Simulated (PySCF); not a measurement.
# Assigning NMR signals

Bonds: Si1-C2, Si1-C9, Si1-O16, Si1-O23, C2-C3, C9-C10, O16-C17, C17-C18, C17-O19, O23-C24, C24-C25, C24-O26. C2 carries H4, H5; C3 carries H6, H7, H8; C9 carries H11, H12; C10 carries H13, H14, H15; C18 carries H20, H21, H22; C25 carries H27, H28, H29.

[PySCF: coordinates at the PBE0-D3(BJ)/def2-SVP level; σ from GIAO-KT2/pcSseg-1; single conformer; relativity neglected; in vacuum; fast rotation and ring inversion assumed for equivalent nuclei]

Shifts are taken against calculated references (same method and geometry level): TMS for ¹³C (σref 183.22) and ¹H (σref 31.18).

**Question.** Assign these signals to the numbered atoms. ¹³C{¹H} NMR (computed): δ 164.4, 21.6, 7.9, 7.4.

**Answer.** 
| δ (ppm) | atoms | environment | reason |
| --- | --- | --- | --- |
| 164.4 | C17/C24 | carbon bonded to C, 2 O | – |
| 21.6 | C18/C25 | carbon bonded to C, 3 H | – |
| 7.9 | C3/C10 | carbon bonded to C, 3 H | – |
| 7.4 | C2/C9 | carbon bonded to C, Si, 2 H | – |

C3/C10 and C2/C9 lie closer than the usual error of such a calculation, so a measured spectrum could show them in the other order.

**Question.** Assign these signals to the numbered atoms. ¹H NMR (300 MHz, computed): δ 1.97 (s, 6H), 1.00 (m, 4H), 1.00 (m, 6H).

**Answer.** 
1.97 → H20/H21/H22/H27/H28/H29, hydrogen on a carbon bonded to C
1.00 → H4/H5/H11/H12, hydrogen on a carbon bonded to C, Si
1.00 → H6/H7/H8/H13/H14/H15, hydrogen on a carbon bonded to C

H4/H5/H11/H12 and H6/H7/H8/H13/H14/H15 lie closer than the usual error of such a calculation, so a measured spectrum could show them in the other order.

Shifts are as computed. Against solution values, carbons near 30 ppm lie about +2 ppm off and those near 130 ppm about -5 ppm (rms about the fit 1.2 ppm; single classes can miss by 10 ppm). Of 1328 compounds with measured shifts, 309 miss one by over three times the rms of a fit or turn the order of signals round; such compounds aren't used in these exercises. Signals without a measured value on file couldn't be tested in this way. No couplings were computed; multiplicities are counted from neighbouring protons, with m where these are inequivalent, close in shift, in a saturated or five-membered ring or joined by F or P, and br s for small geminal =CH2 splittings.
